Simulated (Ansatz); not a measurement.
Molecular dynamics of Fe

Input file:

```yaml
crystal:
  lattice:
    - [5.66, 0.0, 0.0]
    - [0.0, 5.66, 0.0]
    - [0.0, 0.0, 5.66]
  atoms:
    - { symbol: Fe, position: [0.0, 0.0, 0.0], spin: 2.3 }
    - { symbol: Fe, position: [0.25, 0.25, 0.25], spin: 2.3 }
    - { symbol: Fe, position: [0.0, 0.0, 0.5], spin: 2.3 }
    - { symbol: Fe, position: [0.25, 0.25, 0.75], spin: 2.3 }
    - { symbol: Fe, position: [0.0, 0.5, 0.0], spin: 2.3 }
    - { symbol: Fe, position: [0.25, 0.75, 0.25], spin: 2.3 }
    - { symbol: Fe, position: [0.0, 0.5, 0.5], spin: 2.3 }
    - { symbol: Fe, position: [0.25, 0.75, 0.75], spin: 2.3 }
    - { symbol: Fe, position: [0.5, 0.0, 0.0], spin: 2.3 }
    - { symbol: Fe, position: [0.75, 0.25, 0.25], spin: 2.3 }
    - { symbol: Fe, position: [0.5, 0.0, 0.5], spin: 2.3 }
    - { symbol: Fe, position: [0.75, 0.25, 0.75], spin: 2.3 }
    - { symbol: Fe, position: [0.5, 0.5, 0.0], spin: 2.3 }
    - { symbol: Fe, position: [0.75, 0.75, 0.25], spin: 2.3 }
    - { symbol: Fe, position: [0.5, 0.5, 0.5], spin: 2.3 }
    - { symbol: Fe, position: [0.75, 0.75, 0.75], spin: 2.3 }
magnetization:
  spin_polarized: true
basis:
  ecutwfc: 420.0
kpoints:
  mp_grid: { grid: [2, 2, 2] }
hamiltonian:
  xc: pbe
scf:
  occupations: { method: fermi_dirac, width: 0.1 }
  lower_state_search: "off"
md:
  timestep: 2
  n_steps: 300
  ensemble: nve
  temperature: 1200
  initial_velocities: maxwell_boltzmann
  seed: 3
```

Command:

```bash
$ ansatz run input.yaml --threads 8 --pin off --max-ram 20480MiB --backend cpu --events-out ev --progress --plain --runs-dir out
```

It starts from a structure without forces on its atoms.

Output, in part (step lines):

```
md step     0: t =     0.00 fs  T =  1200.0 K  F+E_penalty+E_count = -71687.30749802 eV  E_kin = 2.326680 eV  conserved = -71684.98081804 eV  (21 SCF iters)
md step     1: t =     2.00 fs  T =  1191.0 K  F+E_penalty+E_count = -71687.28997322 eV  E_kin = 2.309196 eV  conserved = -71684.98077757 eV  (16 SCF iters)
md step     2: t =     4.00 fs  T =  1164.2 K  F+E_penalty+E_count = -71687.23801682 eV  E_kin = 2.257351 eV  conserved = -71684.98066612 eV  (18 SCF iters)
md step     3: t =     6.00 fs  T =  1120.7 K  F+E_penalty+E_count = -71687.15341921 eV  E_kin = 2.172930 eV  conserved = -71684.98048880 eV  (17 SCF iters)
md step     4: t =     8.00 fs  T =  1061.9 K  F+E_penalty+E_count = -71687.03907711 eV  E_kin = 2.058827 eV  conserved = -71684.98025048 eV  (17 SCF iters)
md step     5: t =    10.00 fs  T =   989.7 K  F+E_penalty+E_count = -71686.89890826 eV  E_kin = 1.918955 eV  conserved = -71684.97995299 eV  (18 SCF iters)
md step     6: t =    12.00 fs  T =   906.8 K  F+E_penalty+E_count = -71686.73773141 eV  E_kin = 1.758126 eV  conserved = -71684.97960541 eV  (18 SCF iters)
md step     7: t =    14.00 fs  T =   815.9 K  F+E_penalty+E_count = -71686.56111096 eV  E_kin = 1.581888 eV  conserved = -71684.97922330 eV  (18 SCF iters)
[... lines left out ...]
md step   300: t =   600.00 fs  T =   922.9 K  F+E_penalty+E_count = -71686.76962054 eV  E_kin = 1.789482 eV  conserved = -71684.98013874 eV  (16 SCF iters)
```

The steps, from the saved trajectory:

```
time (fs)  T (K)  potential energy less start (eV)  conserved less start (meV/atom)
      0.0   1200                             0.000                             0.00
     20.0    528                             1.306                             0.17
     40.0    165                             2.010                             0.21
     60.0    636                             1.094                             0.10
     80.0    778                             0.819                             0.12
    100.0    703                             0.965                             0.13
    120.0    544                             1.275                             0.14
    140.0    450                             1.457                             0.15
    160.0    566                             1.231                             0.13
    180.0    688                             0.994                             0.12
    200.0    720                             0.933                             0.10
    220.0    538                             1.285                             0.13
    240.0    457                             1.444                             0.15
    260.0    694                             0.982                             0.11
    280.0    724                             0.924                             0.07
    300.0    373                             1.606                             0.19
    320.0    640                             1.087                             0.10
    340.0    806                             0.765                             0.08
    360.0    536                             1.289                             0.13
    380.0    373                             1.605                             0.15
    400.0    595                             1.176                             0.13
    420.0    910                             0.562                             0.05
    440.0    572                             1.221                             0.13
    460.0    385                             1.583                             0.15
    480.0    599                             1.166                             0.08
    500.0    601                             1.164                             0.13
    520.0    770                             0.835                             0.09
    540.0    740                             0.893                             0.06
    560.0    245                             1.855                             0.18
    580.0    477                             1.403                             0.13
    600.0    923                             0.538                             0.04
```

The run went to its last step. The conserved energy stayed within 0.25 meV per atom of its start (net change 0.042 meV per atom), so the integration is sound. The temperature averaged 0.49 of the 1200 K drawn at the start: a run that starts near a minimum puts about half its kinetic energy into the potential. A run of 0.6 ps of so small a system gives no equilibrium averages. Limits of this set-up: coarse k mesh.

Mean squared displacements from the first frame to the last, about the centre of mass: Fe 0.01 Å².

Last frame:

```xyz
16
Lattice="5.6600 0.0000 0.0000 0.0000 5.6600 0.0000 0.0000 0.0000 5.6600" Properties=species:S:1:pos:R:3
Fe 0.004 0.031 0.015
Fe 1.480 1.437 1.456
Fe -0.045 -0.033 2.789
Fe 1.429 1.315 4.178
Fe -0.036 2.811 -0.064
Fe 1.341 4.271 1.420
Fe 0.083 2.883 2.811
Fe 1.436 4.261 4.245
Fe 2.763 -0.005 0.053
Fe 4.203 1.493 1.312
Fe 2.876 0.019 2.847
Fe 4.333 1.452 4.240
Fe 2.718 2.830 0.048
Fe 4.271 4.171 1.486
Fe 2.850 2.789 2.850
Fe 4.254 4.233 4.274
```

Time of the run: 33 min on 8 CPU threads of a shared host.
